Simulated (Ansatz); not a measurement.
Geometry optimisation, RKS revPBE-D4/def2-SVP (Ansatz 0.2.0).

Input:

```yaml
crystal:
  periodic: [false, false, false]
  atoms:
    - { symbol: Al, position_ang: [-0.4866, 0.4508, -0.0174] }
    - { symbol: O, position_ang: [1.6239, 1.0009, -0.018] }
    - { symbol: C, position_ang: [-0.8045, -1.3609, -0.7164] }
    - { symbol: F, position_ang: [-1.2114, 1.9101, -0.2752] }
    - { symbol: H, position_ang: [1.3341, 0.8469, 1.209] }
    - { symbol: Cl, position_ang: [0.2102, 0.4333, 2.4905] }
    - { symbol: H, position_ang: [1.8786, 1.9167, -0.1311] }
    - { symbol: H, position_ang: [-0.4984, -1.4592, -1.7581] }
    - { symbol: H, position_ang: [-0.2006, -2.0571, -0.1329] }
    - { symbol: H, position_ang: [-1.8455, -1.6817, -0.6505] }
basis:
  gaussian: { orbitals: def2-SVP }
hamiltonian:
  xc: revpbe
  dispersion: d4
relax:
  f_tol: 0.15
  max_steps: 25
  restrain:
    - { distance: [0, 5], at: 3.53, k: 30.0 }
    - { distance: [4, 1], at: 2.27, k: 30.0 }
    - { distance: [0, 1], at: 1.87, k: 30.0 }
    - { distance: [4, 5], at: 1.33, k: 30.0 }
```

Run as:

```bash
$ ansatz run input.yaml --threads 2 --pin off --max-ram 3072MiB --backend cpu --events-out ev --progress --plain --runs-dir out
```

Question: Where does it end, and by what steps?

Answer: The run converged. The restraints hold the end off the free minimum. After 7 steps the energy has risen by 0.021 eV (the restraints' own energy left out); H5 moved furthest, 0.77 Å. Joined: H5–Cl6 (1.75 → 1.32 Å).

```
step  energy less start (eV)  largest force component (eV/Å)  accepted
   0                  0.0000                           2.369       yes
   1                  0.5370                           3.060       yes
   2                  0.5278                           3.296       yes
   3                  0.2953                           2.322       yes
   4                  0.0697                           1.332       yes
   5                  0.0678                           1.490       yes
   6                  0.0487                           1.381       yes
   7                  0.0211                           1.460       yes
```

```xyz
10
Properties=species:S:1:pos:R:3
Al -0.316 0.609 -0.511
O 1.439 1.037 -0.289
C -0.763 -1.272 -0.709
F -1.399 1.893 -0.678
H 1.349 0.536 1.917
Cl 0.522 0.184 2.886
H 1.671 1.980 -0.314
H -0.430 -1.608 -1.715
H -0.223 -1.886 0.040
H -1.850 -1.473 -0.626
```

The run took 14 s on 2 threads of Intel(R) Xeon(R) Platinum 8488C (Sapphire Rapids), on a shared host, peak memory 0.2 GiB.
